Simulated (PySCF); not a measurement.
ClH₃Si₂, SMILES [SiH3][Si]Cl (connectivity only; charge and spin as stated), neutral, multiplicity 1.

Geometry optimised at ωB97X-D3(BJ)/def2-TZVP.

These are PySCF with ωB97X/def2-TZVPD values and carry that method's errors.

Isolated molecule, no solvent.

Computed frontier levels, gap, dipole moment and polarisability:
```
Property                                                                                                       Result
---------------------------------------------------------------------------------------------  ----------------------
highest occupied level                                                                                       -8.67 eV
lowest empty level                                                                                           -1.17 eV
orbital gap                                                                                                   7.50 eV
dipole moment                                                                                                  0.97 D
quadrupole, principal values (traceless, Buckingham form, about the centre of nuclear charge)  -3.66, -0.77, 4.43 D·Å
mean static polarisability                                                                      77.7 bohr³ (11.51 Å³)
polarisability, principal values                                                               61.6, 77.9, 93.5 bohr³
```
